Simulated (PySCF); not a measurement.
# Electron correlation in Br+ (bromine, charge +1)

[Ar] 3d10 4s2 4p4, high-spin 3P determinant. Calculation: PySCF 2.14, in def2-TZVP (6s5p4d1f, 48 functions); no relativity, point nucleus. Frozen: [Ar] 3d10; 6 electrons correlated.

MP2 pair energies summed by pair of shells (mhartree):

| pair | energy | share (%) |
| --- | --- | --- |
| 4s-4p | -48.42 | 46.4 |
| 4p-4p | -47.65 | 45.7 |
| 4s-4s | -8.29 | 7.9 |

Total MP2 correlation energy: -104.36 mhartree.

Same-spin part -23.42 and opposite-spin part -80.94 mhartree; SCS-MP2 scales them by 1/3 and 6/5 to -104.93 mhartree.

```csv
level,correlation energy (mhartree)
CCSD,-123.97
(T),-3.33
CCSD(T),-127.30
```

Diagnostics: T1 = 0.0074, D1 = 0.0234, largest double amplitude 0.046.

Cost of the coupled-cluster step: 0.61 s of wall time on 1 thread of Neoverse-V2 (shared host), for 6 correlated electrons.
